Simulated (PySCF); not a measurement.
The dipole of `CC1=CS[SiH2][Si@@]1([SiH3])P` from its density and from atomic charges.

Coordinates (GFN2-xTB, Å) and charges (e) from the PBE0/pcSseg-1 density (PySCF):

| atom | x | y | z | Mulliken | IAO | Hirshfeld | ESP-fitted |
| --- | --- | --- | --- | --- | --- | --- | --- |
| C1 | -0.906 | 0.489 | -2.083 | -0.1695 | -0.4089 | -0.1186 | -0.6092 |
| C2 | -1.070 | 0.171 | -0.627 | -0.5074 | -0.2675 | -0.1093 | +0.2163 |
| C3 | -2.247 | 0.315 | -0.019 | -0.1573 | -0.2481 | -0.0656 | -0.3652 |
| S4 | -2.604 | -0.016 | 1.666 | -0.1961 | -0.1098 | -0.0829 | -0.2625 |
| Si5 | -0.790 | -1.032 | 2.260 | +0.4151 | +0.3988 | +0.2242 | +0.4974 |
| Si6 | 0.434 | -0.398 | 0.381 | +0.0031 | +0.2802 | +0.1490 | -0.0343 |
| Si7 | 1.939 | 1.410 | 0.567 | +0.3242 | +0.2976 | +0.2115 | +0.1451 |
| P8 | 1.285 | -2.188 | -0.720 | -0.1258 | -0.0686 | -0.0090 | -0.3370 |
| H9 | -0.491 | -0.377 | -2.601 | +0.1299 | +0.1443 | +0.0385 | +0.2025 |
| H10 | -1.856 | 0.750 | -2.546 | +0.1178 | +0.1477 | +0.0479 | +0.1503 |
| H11 | -0.213 | 1.320 | -2.214 | +0.1309 | +0.1456 | +0.0419 | +0.1823 |
| H12 | -3.129 | 0.672 | -0.532 | +0.1346 | +0.1638 | +0.0505 | +0.2725 |
| H13 | -1.186 | -2.407 | 2.555 | -0.0239 | -0.0894 | -0.0662 | -0.0818 |
| H14 | -0.427 | -0.388 | 3.519 | -0.0367 | -0.0963 | -0.0746 | -0.1032 |
| H15 | 1.272 | 2.629 | 1.021 | -0.0462 | -0.0900 | -0.0692 | -0.0372 |
| H16 | 3.016 | 1.097 | 1.510 | -0.0578 | -0.0975 | -0.0751 | -0.0566 |
| H17 | 2.578 | 1.708 | -0.720 | -0.0599 | -0.0945 | -0.0713 | -0.0459 |
| H18 | 2.345 | -2.329 | 0.157 | +0.0624 | -0.0040 | -0.0119 | +0.1353 |
| H19 | 2.040 | -1.415 | -1.580 | +0.0626 | -0.0033 | -0.0096 | +0.1312 |

Form Σ q r in debye for every column and set it beside the full dipole.

The full density gives (1.85, 0.22, -0.76) D, 2.01 D in size; dipole vectors point from the negative to the positive end.

```
    scheme    μx     μy     μz  size (D)  share of the full size (%)  angle to the full dipole (°)
  Mulliken  4.32  -0.29   0.92      4.43                         220                            36
       IAO  1.85  -0.75   0.83      2.17                         108                            53
 Hirshfeld  0.79  -0.55  -0.12      0.97                          48                            43
ESP-fitted  1.85   0.14  -0.80      2.02                         100                             3
```

Which set comes closest?

Length of the difference vector: ESP-fitted 0.10 D, Hirshfeld 1.46 D, IAO 1.86 D, Mulliken 3.03 D. Closest: ESP-fitted. ESP charges are fitted to the potential around the molecule, whose slowest-falling term is the dipole's. The schemes that divide the density aren't constrained to reproduce the dipole.

What is left for the Hirshfeld atoms' own dipoles?

The Hirshfeld atoms' densities add up to the full density, so μ = Σ q r + Σ (atomic dipoles). The atomic dipoles sum to (1.85, 0.22, -0.76) − (0.79, -0.55, -0.12) = (1.06, 0.77, -0.64) D, 1.46 D in size.

With the origin at the mean of the coordinates, (-0.001, 0.000, 0.000) Å, which are the largest single terms, by size, of the Mulliken dipole along the direction of the full one?

Si5 -3.37, S4 +2.85, Si7 +2.69, C2 +1.78, H12 -1.68 D; all 19 atoms together +3.60 D. The single terms depend on the origin, their sum doesn't.

Give the size of the full dipole in other units.

2.01 D = 0.792 au = 0.419 e·Å = 6.71 × 10⁻³⁰ C·m.

Geometry: GFN2-xTB, one conformer, isolated molecule.

Conformer computed: `[CH3:1][C:2]1=[CH:3][S:4][SiH2:5][Si@@:6]1([SiH3:7])[PH2:8]`: H–P8–Si6–Si5 -80°, H–P8–Si6–Si5 -172°.
